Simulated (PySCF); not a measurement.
# How methods differ on the ionisation energy of Kr⁺

Kr⁺ [Ar] 3d10 4s2 4p5 (2P) → Kr²⁺ [Ar] 3d10 4s2 4p4 (3P), as a difference of total energies. Calculation: PySCF 2.14, in cc-pVDZ-DK (5s4p2d, 27 functions); scalar relativity by spin-free X2C-1e. Correlated levels: valence: [Ar] 3d10 frozen. The calculations carry no spin-orbit coupling.

```csv
method,ionisation energy (eV)
UHF,23.320
MN15,24.328
TPSS,24.405
MP2 (valence),23.873
SCS-MP2 (valence),23.845
CCSD (valence),23.834
CCSD(T) (valence),23.836
```

Q: How much does correlation contribute at CCSD(T) (valence)?

A: 23.836 − (23.320) = 0.516 eV, measured against UHF.

The reference lies between the lowest fine-structure levels, while these numbers refer to the centres of the terms.

Errors of the correlated levels include the incompleteness of this basis and the frozen core.

For comparison: 24.360 eV (measured; NIST Atomic Spectra Database, ionization energies).
